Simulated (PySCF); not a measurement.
C₃H₆O₂Si, SMILES C=C=C[SiH](O)O. Heavy atoms are numbered as in [CH2:1]=[C:2]=[CH:3][SiH:4]([OH:5])[OH:6]. Hydrogens are named by the atom that carries them.

The structure is a stationary point at PBE0-D3(BJ)/def2-SVP. This is a generated structure with no PubChem entry under its InChIKey; it may be hypothetical. Other conformers were not sampled.

Calculation: ωB97X/def2-TZVP in PySCF.

Atomic charges (e), one atom of each kind:

```tsv
atom	Mulliken	IAO
C1 (CH2)	-0.27	[?]
C2	-0.13	0.08
C3 (CH)	-0.25	-0.54
Si4 (SiH)	0.65	[?]
O5 (OH)	-0.54	-0.81
H on C1	0.16	[?]
H on C3	0.16	[?]
H on Si4	-0.07	-0.18
H on O5	0.33	0.37
```

Q: What belongs in the gaps? (An estimate is asked for; the answer gives what the named calculation found.)

A: 
- C1 (CH2), IAO: -0.39
- Si4 (SiH), IAO: 1.38
- H on C1, IAO: 0.17
- H on C3, IAO: 0.18

Q: Give the Mayer and Wiberg (Löwdin basis) orders of the bonds. (Estimate from the structure and the level; the computed values follow.)

A: 
```csv
bond,Mayer,Wiberg
C1–C2,1.88,2.16
C2–C3,1.88,2.09
C3–Si4,0.91,1.04
Si4–O5,1.19,1.66
Si4–O6,1.19,1.66
```
